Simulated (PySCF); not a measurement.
Geometry:
| atom | x (Å) | y (Å) | z (Å) |
| --- | --- | --- | --- |
| Ag1 | 0.002 | 0.001 | 0.000 |
| N2 | -0.008 | -0.014 | 2.142 |
| H3 | -0.424 | 0.832 | 2.536 |
| H4 | 0.933 | -0.082 | 2.536 |
| H5 | -0.538 | -0.800 | 2.523 |
| N6 | 0.008 | 0.014 | -2.142 |
| H7 | -0.936 | 0.017 | -2.534 |
| H8 | 0.481 | -0.803 | -2.535 |
| H9 | 0.482 | 0.834 | -2.526 |

Total charge +1.

Geometry: PBE0-D3(BJ)/def2-SVP; GIAO absolute shieldings from PySCF 2.14.0 with density-fitted response routines, gas phase, scalar relativity only through the core potential, averaged over equivalent atoms.

At PBE0/pcSseg-1 (def2-TZVP on Ag) (104 basis functions, 8.8 s wall time on 1 thread of an Arm Neoverse N1, shared host):
```json
{"atoms": "N2/N6", "σ (ppm)": "269.5"}
{"atoms": "H3/H4/H5/H7/H8/H9", "σ (ppm)": "29.18"}
```

Problem. Estimate the result of repeating the calculation with wB97X-D/pcSseg-1 (def2-TZVP on Ag).

Solution. 
| atoms | σ at wB97X-D/pcSseg-1 (def2-TZVP on Ag) | change |
| --- | --- | --- |
| N2/N6 | 269.8 | +0.3 |
| H3/H4/H5/H7/H8/H9 | 29.28 | +0.10 |

The largest change is at N2/N6 (nitrogen bonded to Ag, 3 H). Cost: 104 basis functions, 11 s wall time on 1 thread of an Arm Neoverse N1, shared host.

Ag is described by an effective core potential, so it has no shielding of its own here; spin–orbit effects on the atoms bonded to it, which can be large, are absent, and the values of these neighbours are rough.
